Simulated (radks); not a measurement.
Q: Excited configurations of Nb2+: one electron is placed in a higher orbital outside [Kr] 4d2. The ground configuration is [Kr] 4d3. Method: scalar-relativistic Kohn-Sham, PBE, spin-polarised, spherical densities, finite nucleus; open shells are filled with parallel spins first (spin-orbit coupling, left out, can overturn this in heavy ions); Fermi nuclear charge, rms radius 4.324 fm; computed with a radial shooting solver on a logarithmic mesh with Libxc functionals. Excitation = E - E(ground); binding = E(ion) - E, where the ion is the core of charge +3; n* = 3/sqrt(2 binding) in atomic units, and the quantum defect is n - n*.

| outer orbital | excitation (eV) | binding (eV) | n* | quantum defect | eigenvalue (eV) | <r> (bohr) |
|---|---|---|---|---|---|---|
| 4f | 17.089 | 8.465 | 3.803 | 0.197 | -6.573 | 5.128 |
| 5s | 3.045 | 22.508 | 2.332 | 2.668 | -19.070 | 2.928 |
| 5d | 14.696 | 10.857 | 3.358 | 1.642 | -9.013 | 4.930 |
| 5f | 19.774 | 5.779 | 4.603 | 0.397 | -4.757 | 8.863 |
| 7s | 18.861 | 6.692 | 4.278 | 2.722 | -5.814 | 9.534 |
| 7d | 21.064 | 4.489 | 5.223 | 1.777 | -3.879 | 13.34 |

Estimate the row for 6s.

A: excitation (eV) 14.481; binding (eV) 11.072; n* 3.326; quantum defect 2.674; eigenvalue (eV) -9.586; <r> (bohr) 5.787. The Delta-SCF ionisation energy is 25.553 eV (NIST Atomic Spectra Database: 25.040 eV, semi-empirical). Self-interaction in the functional shifts the binding energies and quantum defects, so they are the method's values and not measured ones. Open shells are spherical and high-spin; term and fine-structure splittings are not resolved.
